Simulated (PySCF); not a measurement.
## Input and output of a scripted DFT run

The script drives PySCF SCF with an in-house response code with single-precision fitted integrals, so total energies wander by about 1e-6 Eh between cycles (the fitting error itself is about 1e-3 Eh and cancels in differences); atoms count from 0. Pop asks for populations, which are stored and not printed.

Spin-orbit coupling, left out here, shifts light nuclei bound to heavy atoms (carbon on iodine by tens of ppm).

Job and coordinates (Å):

```
{"job": {"kind": "nmr", "xc": "KT3", "basis": "pcSseg-2", "pop": false}, "charge": 0, "multiplicity": 1}
O     -2.401712     0.139415     4.092337
P     -1.643979    -0.031437     2.808297
C      0.167886    -0.132690     3.143129
C      1.078028    -0.236458     1.962013
C      1.774347     0.884568     1.493855
C      2.573344     0.817171     0.355966
C      2.679530    -0.390440    -0.331841
Br     3.748270    -0.493349    -1.883644
C      2.009296    -1.526247     0.120459
C      1.218527    -1.442693     1.262866
C     -2.049242    -1.591991     1.964030
C     -2.124910    -1.768452     0.579417
C     -2.407532    -3.026270     0.048805
C     -2.620708    -4.111536     0.897179
C     -2.568549    -3.936325     2.280466
C     -2.292230    -2.680023     2.813308
C     -1.913646     1.344703     1.656184
C     -1.270436     1.512651     0.421446
C     -1.552161     2.631438    -0.359454
C     -2.470578     3.583625     0.082509
C     -3.110605     3.419792     1.310017
C     -2.833014     2.304496     2.096790
H      0.378526     0.761385     3.749650
H      0.258035    -1.005743     3.809448
H      1.680361     1.835773     2.023804
H      3.109103     1.699128     0.001331
H      2.106165    -2.470678    -0.417516
H      0.692582    -2.334726     1.611274
H     -1.971524    -0.923461    -0.093412
H     -2.465747    -3.156848    -1.034292
H     -2.840599    -5.096831     0.479063
H     -2.755728    -4.781032     2.947737
H     -2.281443    -2.521719     3.895227
H     -0.540335     0.783760     0.066166
H     -1.046813     2.760438    -1.319424
H     -2.686989     4.459343    -0.534245
H     -3.829305     4.165286     1.658604
H     -3.314297     2.153040     3.066695
```

Command:

```bash
OMP_NUM_THREADS=4 python large_run.py task.json out
```

What does the program print?


```
nearly dependent basis: matrix products in double precision
start: PBE on a coarse grid of 142448 points
cycle   1  E = -3722.8517239304  dE =  1.992e+00  |g| = 1.660e+00  |ddm| = 5.541e+00
cycle   2  E = -3717.5355111974  dE =  5.316e+00  |g| = 3.868e+00  |ddm| = 4.673e+01
cycle   3  E = -3722.2155019911  dE = -4.680e+00  |g| = 1.890e+00  |ddm| = 4.628e+01
cycle   4  E = -3723.1712261886  dE = -9.557e-01  |g| = 5.130e-01  |ddm| = 3.839e+00
cycle   5  E = -3723.0570208115  dE =  1.142e-01  |g| = 8.152e-01  |ddm| = 2.226e+00
cycle   6  E = -3723.2298794578  dE = -1.729e-01  |g| = 1.782e-01  |ddm| = 1.189e+00
cycle   7  E = -3723.2368995992  dE = -7.020e-03  |g| = 7.725e-02  |ddm| = 3.060e-01
cycle   8  E = -3723.2380508525  dE = -1.151e-03  |g| = 4.457e-02  |ddm| = 1.440e-01
cycle   9  E = -3723.2385744791  dE = -5.236e-04  |g| = 1.158e-02  |ddm| = 6.850e-02
cycle  10  E = -3723.2386084106  dE = -3.393e-05  |g| = 3.011e-03  |ddm| = 1.600e-02
final grid: 298165 points
cycle  11  E = -3749.7029074525  dE = -8.241e-02  |g| = 5.987e-01  |ddm| = 7.647e+00
cycle  12  E = -3749.6838983621  dE =  1.901e-02  |g| = 6.676e-01  |ddm| = 1.037e+00
cycle  13  E = -3749.7065736215  dE = -2.268e-02  |g| = 2.400e-01  |ddm| = 1.181e+00
cycle  14  E = -3749.7179835140  dE = -1.141e-02  |g| = 3.515e-02  |ddm| = 4.945e-01
cycle  15  E = -3749.7180801720  dE = -9.666e-05  |g| = 2.308e-02  |ddm| = 7.687e-02
cycle  16  E = -3749.7182298379  dE = -1.497e-04  |g| = 4.563e-03  |ddm| = 3.340e-02
cycle  17  E = -3749.7182346711  dE = -4.833e-06  |g| = 2.263e-03  |ddm| = 1.068e-02
cycle  18  E = -3749.7182360920  dE = -1.421e-06  |g| = 7.121e-04  |ddm| = 3.199e-03
cycle  19  E = -3749.7182362093  dE = -1.173e-07  |g| = 3.003e-04  |ddm| = 1.048e-03
cycle  20  E = -3749.7182362353  dE = -2.600e-08  |g| = 5.259e-05  |ddm| = 4.943e-04
converged SCF energy = -3749.7182362353

GIAO shielding tensors (ppm)
atom      isotropic    diamagn.    paramagn.     s11        s22        s33       span
  0 O      229.853     383.300    -153.446    131.109    258.947    299.504    168.395
  1 P      318.784     967.115    -648.332    238.128    244.886    473.336    235.208
  2 C      133.447     251.242    -117.795    113.681    130.889    155.771     42.089
  3 C       51.562     271.992    -220.430    -41.125     25.243    170.567    211.692
  4 C       50.465     269.748    -219.283    -47.556     48.512    150.440    197.996
  5 C       51.373     264.053    -212.680    -42.889     52.380    144.627    187.516
  6 C       45.341     263.656    -218.315    -38.738     57.296    117.467    156.205
  7 Br    2002.118    3133.054   -1130.936   1550.490   1577.585   2878.278   1327.788
  8 C       51.501     266.058    -214.557    -43.334     53.153    144.682    188.016
  9 C       52.346     271.893    -219.547    -43.680     42.434    158.285    201.965
 10 C       48.579     274.347    -225.768    -36.089     18.302    163.523    199.611
 11 C       51.823     272.025    -220.203    -49.912     33.524    171.855    221.767
 12 C       57.082     262.683    -205.601    -45.391     47.424    169.213    214.604
 13 C       52.784     257.015    -204.231    -51.002     40.449    168.906    219.908
 14 C       54.093     256.478    -202.385    -50.494     43.981    168.793    219.287
 15 C       50.744     256.088    -205.344    -56.317     32.586    175.964    232.282
 16 C       52.442     271.599    -219.158    -33.362     31.349    159.338    192.700
 17 C       50.765     275.276    -224.512    -46.676     32.138    166.833    213.509
 18 C       57.836     265.846    -208.010    -45.056     49.298    169.267    214.322
 19 C       52.522     259.082    -206.559    -52.347     41.161    168.753    221.100
 20 C       54.441     255.598    -201.157    -49.939     44.380    168.881    218.820
 21 C       48.369     255.650    -207.280    -60.294     27.237    178.165    238.459
 22 H       28.241      30.919      -2.677     24.865     28.561     31.298      6.433
 23 H       27.842      31.357      -3.515     25.787     26.402     31.337      5.550
 24 H       24.668      37.820     -13.153     21.410     23.465     29.128      7.719
 25 H       24.113      33.264      -9.152     19.772     23.380     29.186      9.414
 26 H       24.333      36.057     -11.724     19.510     22.755     30.735     11.225
 27 H       25.459      43.370     -17.911     21.669     23.701     31.006      9.337
 28 H       24.153      49.690     -25.537     20.088     21.997     30.375     10.286
 29 H       24.202      37.017     -12.815     20.706     24.030     27.869      7.162
 30 H       23.911      23.696       0.215     20.642     24.603     26.489      5.847
 31 H       23.742      20.006       3.736     20.192     24.196     26.839      6.648
 32 H       22.885      28.661      -5.776     18.142     21.390     29.122     10.980
 33 H       25.218      55.313     -30.094     19.897     25.502     30.257     10.360
 34 H       24.281      41.124     -16.843     20.349     23.635     28.859      8.510
 35 H       23.940      26.454      -2.514     20.425     24.489     26.907      6.482
 36 H       23.812      20.369       3.443     20.118     24.414     26.903      6.785
 37 H       22.792      28.067      -5.274     17.640     20.934     29.803     12.162
```

Roughly how long does this take on 4 threads of Arm Neoverse V1 (shared host), and how large is the basis?

About 110 s of wall time, peak memory 3.2 GiB; 1050 basis functions and 1265 fitting functions.
